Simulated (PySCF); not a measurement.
Gallium monobromide, GaBr (singlet state).
Atom-mapped SMILES: `[Ga:1][Br:2]`

Cartesian coordinates in Å at the PBE0-D3(BJ)/def2-SVP level; atoms count from 1:
```xyz
2
GaBr angstrom
Ga    -1.0634    0.4919    0.0211
Br     1.0811   -0.5210   -0.0333
```

Theory: PBE0-D3(BJ)/def2-SVP geometry optimisation, gas phase in PySCF 2.14.0.

Masses are those of the commonest isotopes; rigid-rotor values at the optimised geometry. 

(1) What are the moment of inertia and the rotational constant?

(2) List the first levels of a rigid rotor in a Σ state.

(3) Where do the first rotational lines fall?

(4) Estimate the classical rotational partition function at 25 K, 298.15 K and 500 K.

Answers

(1) I = 207.053 u·Å², B = 505379 MHz·u·Å²/I = 2441 MHz (0.0814 cm⁻¹, or 0.117 K as hB/k). For two atoms I = μr² with μ = 36.7921 u and r = 2.3723 Å.

(2) E(J) = BJ(J+1): J = 1: 0.163, J = 2: 0.489, J = 3: 0.977, J = 4: 1.628, J = 5: 2.443, J = 6: 3.420 cm⁻¹.

(3) The dipole is 2.23 D; J+1 ← J lies at 2B(J+1): 1 ← 0 at 4.88 GHz, 2 ← 1 at 9.76 GHz, 3 ← 2 at 14.64 GHz, 4 ← 3 at 19.53 GHz, 5 ← 4 at 24.41 GHz, 6 ← 5 at 29.29 GHz.

(4) Point group C∞v, symmetry number σ = 1; q = kT/(σhB), k/h = 20836.6 MHz/K: 213 at 25 K, 2550 at 298.15 K, 4270 at 500 K.

Stationary, but not proved a minimum. Zero-point vibration and centrifugal distortion are left out.
